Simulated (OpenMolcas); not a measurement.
## Ionisation energies of rhodium

| Item | Value |
| --- | --- |
| Program | OpenMolcas |
| Basis | ANO-R3 [8s6p5d3f2g1h] |
| Scalar Hamiltonian | X2C, finite nucleus |
| Spin-orbit coupling | state interaction with AMFI integrals over the reference wave functions, term energies averaged over their components |

Active shells in each charge state: the valence d, s shells, with orbitals averaged over the low states. Where CASPT2's correlated closed shells are named, they are those of the first ion.

A. CASSCF
B. MS-CASPT2, IPEA 0.25 Eh, imaginary shift 0.1 Eh (closed shells correlated: 4s 4p)
C. SS-CASPT2, IPEA 0.25 Eh, imaginary shift 0.1 Eh (closed shells correlated: 4s 4p)
D. SS-CASPT2, IPEA 0.25 Eh, imaginary shift 0.1 Eh (closed shells correlated: 3d 4s 4p)
E. MS-CASPT2, IPEA 0 Eh, imaginary shift 0.1 Eh (closed shells correlated: 4s 4p)

Energies in eV between the lowest computed levels, named as in B; reference values from the NIST Atomic Spectra Database with their kind.

| From | To | A | B | C | D | E | Spin-orbit share in B | Reference |
| --- | --- | --- | --- | --- | --- | --- | --- | --- |
| Rh 4d⁸ 5s ⁴F_9/2 | Rh+ 4d⁸ ³F₄ | 6.010 | 7.410 | 7.410 | 7.423 | 7.480 | +0.003 | 7.459 (measured) |
| Rh+ 4d⁸ ³F₄ | Rh2+ 4d⁷ ⁴F_9/2 | 16.206 | 18.133 | 18.133 | 18.119 | 18.109 | -0.025 | 18.080 (semi-empirical) |

Error against the reference values, in %:

```json
{"From": "Rh", "Reference": "measured", "A": "-19.4", "B": "-0.7", "C": "-0.7", "D": "-0.5", "E": "+0.3"}
{"From": "Rh+", "Reference": "semi-empirical", "A": "-10.4", "B": "+0.3", "C": "+0.3", "D": "+0.2", "E": "+0.2"}
```

Absolute error against the one measured value: A 1.45 eV, B 0.05 eV, C 0.05 eV, D 0.04 eV, E 0.02 eV. E lies closest.

The lowest level within the active space need not be the ion's true ground level.
